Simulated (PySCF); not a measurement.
# ReO₂: from structure and modes to constants

Method: UPBE0 in PySCF with Re def2-TZVP with ECP60, O def2-TZVP; scalar-relativistic core potentials, no spin–orbit coupling; density-fitted integrals.

The quartet minimum has C2v symmetry. Masses (u): Re 186.95575, O 15.99492.

```xyz
3
charge 0 multiplicity 4, angstrom
Re    0.0000    0.0000   -0.1001
O     1.5601    0.0000    0.5847
O    -1.5601    0.0000    0.5847
```

Harmonic wavenumbers (cm⁻¹): 258.9 (a1, ×1), 986.4 (b2, ×1), 1044.1 (a1, ×1).

Q: Find the principal moments of inertia and the rotational constants. What kind of rotor is it?

A: About the centre of mass I = 12.81, 77.863, 90.672 u Å². With B = 16.8576/I this gives 1.316, 0.2165, 0.1859 cm⁻¹. The molecule is an asymmetric top with κ = -0.95.

Q: Give the standard entropy (298.15 K, 1 bar) by its translational, rotational, vibrational and spin parts, and Cp.

A: Sackur–Tetrode with M = 218.95 u gives 176.1; rotation with symmetry number 2 gives 90.2; vibration 7.7; spin R ln 4 = 11.5. The total is 285.5 J/(mol K), and Cp = 4 R + 10.3 = 43.6 J/(mol K).

Only a few start shapes were tried, so a lower isomer may exist. With open d or f shells other occupations or spin states may lie lower. Spin–orbit coupling, left out here, can matter for elements this heavy.
